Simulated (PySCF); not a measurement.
A structure optimised at B3LYP-D3(BJ)/def2-SVP, used in a PySCF frequency run:

```xyz
10

B     -0.5021     0.2542    -0.0416
H     -1.5444     0.5933    -0.5434
Cl     0.1533     1.3410     1.1833
C      0.2095    -1.0891    -0.3910
C     -0.0768    -1.6522    -1.7893
H     -0.1812    -1.7921     0.3784
H      1.2922    -1.0326    -0.1858
H      0.3285    -0.9947    -2.5754
H     -1.1595    -1.7461    -1.9704
H      0.3731    -2.6477    -1.9301
```

Problem. Write its SMILES and formula.

Solution. CCBCl, C2H6BCl

Problem. What are its rotational constants (standard atomic weights)?

Solution. 28.309, 2.2288, 2.1509 GHz
